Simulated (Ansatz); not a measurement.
The first iterations of a band of ClGeH$_{5}$NSb (9 atoms, charge 0, multiplicity 1).

The calculation used RKS PBE0/def2-SVP (Ansatz).

| Item | Value |
| --- | --- |
| movable images | 7 |
| climbing image | yes |
| spring | 0.1 eV/Å² |
| optimiser | quadratic models (default) |
| start path | through a guess of the saddle point |
| force threshold | 0.03 eV/Å |
| iteration limit | 19 |
| end points | relaxed |

Image 0:

```xyz
9
Properties=species:S:1:pos:R:3
Cl -1.535 1.305 -2.448
Sb 0.661 0.565 -1.794
N 0.455 0.393 0.213
Ge -0.151 -1.122 1.076
H 1.248 2.179 -1.652
H 0.297 1.270 0.706
H -1.653 -1.040 1.417
H 0.108 -2.277 0.093
H 0.657 -1.320 2.372
```

Image 8:

```xyz
9
Properties=species:S:1:pos:R:3
Cl -0.677 0.264 -2.883
Sb 0.532 1.644 -1.322
N 0.981 0.296 0.119
Ge -0.201 -0.852 0.961
H -0.916 2.107 -0.516
H 1.922 -0.080 0.008
H -1.492 -0.046 1.171
H -0.487 -2.122 0.135
H 0.426 -1.256 2.310
```

| iteration | highest image above the first end (eV) | largest band force component (eV/Å) |
| --- | --- | --- |
| 1 | 199.657 | 658.767 |
| 2 | 74.585 | 195.608 |
| 3 | 42.492 | 127.742 |
| 4 | 21.773 | 72.990 |
| 5 | 9.906 | 38.277 |
| 6 | 4.391 | 19.583 |

Task: Does the band converge within its limit, and where does its top end?

Result: It did not converge within its limit. It ended after 19 iterations with the highest image 0.264 eV above the first end. The band didn't meet its force threshold, so its energies are provisional: the largest band force was still 0.10 eV/Å, and over the last iterations the top stayed at 0.27 eV. Neighbouring images lie up to 2.5 Å apart, so the band is torn or far too coarse.

The run took 15 min on 2 threads of Intel(R) Xeon(R) Platinum 8259CL CPU @ 2.50GHz (Skylake/Cascade Lake), with other jobs on the host, peak memory 0.36 GiB.
